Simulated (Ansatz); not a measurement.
`B[Se][GeH3]` + `CC` → `B[Se]CC` + GeH₄  (formal exchange of groups at the Se–Ge bond)

Gas-phase electronic energies from Ansatz, PBE0-D4/def2-TZVP geometries. CCSD(T)/CBS is the MP2 limit (def2-TZVPP, def2-QZVPP) plus CCSD(T) − MP2 in def2-TZVPP, frozen cores. This one scheme is used for every species. Functionals use def2-TZVPP. B3LYP here is the variant with VWN-RPA as its local correlation; programs differ in this. For Ge, Se outer-core shells are correlated without core-valence functions, which leaves a few kJ/mol of doubt a bond. Scalar relativity is left out up to krypton. Each species was taken in one conformer, which may not be the lowest.

`B[Se][GeH3]`:

```xyz
8

B     1.469   -0.477   -1.006
Se    0.569   -1.294    0.459
Ge   -1.126    0.327    0.803
H     1.094    0.555   -1.470
H     2.419   -1.059   -1.430
H    -0.533    1.525    1.558
H    -2.220   -0.340    1.647
H    -1.672    0.762   -0.561
```

`CC`:

Cartesian coordinates in Å:
```
C 0.241 -0.717 -0.070
C -0.241 0.717 0.070
H 0.600 -1.111 0.884
H -0.559 -1.375 -0.417
H 1.063 -0.793 -0.786
H -0.600 1.112 -0.884
H 0.559 1.375 0.417
H -1.063 0.793 0.786
```

`B[Se]CC`:

Cartesian coordinates in Å:
```
B 0.331 1.248 1.797
Se 0.030 -0.597 1.547
C -0.718 -0.631 -0.268
C 0.349 -0.582 -1.339
H 0.039 2.027 0.941
H 0.812 1.578 2.836
H -1.301 -1.551 -0.322
H -1.405 0.212 -0.337
H -0.107 -0.638 -2.332
H 1.050 -1.413 -1.242
H 0.920 0.347 -1.281
```

GeH₄:

Cartesian coordinates in Å:
```
Ge 0.000 0.000 0.000
H 1.361 -0.420 -0.570
H -0.123 -0.496 1.446
H -1.121 -0.613 -0.848
H -0.116 1.530 -0.028
```

```json
{"level": "PBE-D4", "ΔE (kJ/mol)": "86.7", "difference from CCSD(T)/CBS": "-1.4"}
{"level": "r2SCAN-D4", "ΔE (kJ/mol)": "89.7", "difference from CCSD(T)/CBS": "1.6"}
{"level": "PBE0-D4", "ΔE (kJ/mol)": "91.1", "difference from CCSD(T)/CBS": "3.0"}
{"level": "B3LYP-D4", "ΔE (kJ/mol)": "90.0", "difference from CCSD(T)/CBS": "1.9"}
{"level": "ωB97X-V", "ΔE (kJ/mol)": "88.1", "difference from CCSD(T)/CBS": "0.0"}
{"level": "ωB97M-V", "ΔE (kJ/mol)": "89.1", "difference from CCSD(T)/CBS": "1.0"}
{"level": "B2PLYP", "ΔE (kJ/mol)": "90.9", "difference from CCSD(T)/CBS": "2.8"}
{"level": "PBE", "ΔE (kJ/mol)": "88.4", "difference from CCSD(T)/CBS": "0.3"}
{"level": "r2SCAN", "ΔE (kJ/mol)": "90.4", "difference from CCSD(T)/CBS": "2.3"}
{"level": "PBE0", "ΔE (kJ/mol)": "92.6", "difference from CCSD(T)/CBS": "4.5"}
{"level": "B3LYP", "ΔE (kJ/mol)": "92.7", "difference from CCSD(T)/CBS": "4.6"}
{"level": "HF/def2-TZVPP", "ΔE (kJ/mol)": "102.2", "difference from CCSD(T)/CBS": "14.1"}
{"level": "MP2/def2-TZVPP", "ΔE (kJ/mol)": "88.2", "difference from CCSD(T)/CBS": "0.1"}
{"level": "SCS-MP2/def2-TZVPP", "ΔE (kJ/mol)": "88.0", "difference from CCSD(T)/CBS": "-0.1"}
{"level": "CCSD/def2-TZVPP", "ΔE (kJ/mol)": "88.5", "difference from CCSD(T)/CBS": "0.4"}
{"level": "CCSD(T)/def2-TZVPP", "ΔE (kJ/mol)": "86.1", "difference from CCSD(T)/CBS": "-2.0"}
{"level": "HF/def2-QZVPP", "ΔE (kJ/mol)": "101.1", "difference from CCSD(T)/CBS": "13.0"}
{"level": "MP2/def2-QZVPP", "ΔE (kJ/mol)": "89.0", "difference from CCSD(T)/CBS": "0.9"}
{"level": "SCS-MP2/def2-QZVPP", "ΔE (kJ/mol)": "88.5", "difference from CCSD(T)/CBS": "0.4"}
{"level": "HF/CBS(def2)", "ΔE (kJ/mol)": "100.9", "difference from CCSD(T)/CBS": "12.8"}
{"level": "MP2/CBS(def2)", "ΔE (kJ/mol)": "90.3", "difference from CCSD(T)/CBS": "2.2"}
{"level": "CCSD/CBS(def2)", "ΔE (kJ/mol)": "90.6", "difference from CCSD(T)/CBS": "2.5"}
{"level": "CCSD(T)/CBS", "ΔE (kJ/mol)": "88.1", "difference from CCSD(T)/CBS": "0"}
```

Largest T1 diagnostic among the species: 0.013.

From PBE to PBE0 (25 % exact exchange), in def2-TZVPP and without D4, ΔE moves by +4.1 kJ/mol. In def2-TZVPP, CCSD(T) changes the Hartree–Fock value by −16.1 kJ/mol (the triples alone add −2.4 kJ/mol) and MP2 by −14.0 kJ/mol.

CCSD(T)/CBS has its own doubt, a few kJ/mol and more with outer-core shells, so smaller differences from it don't rank the levels.
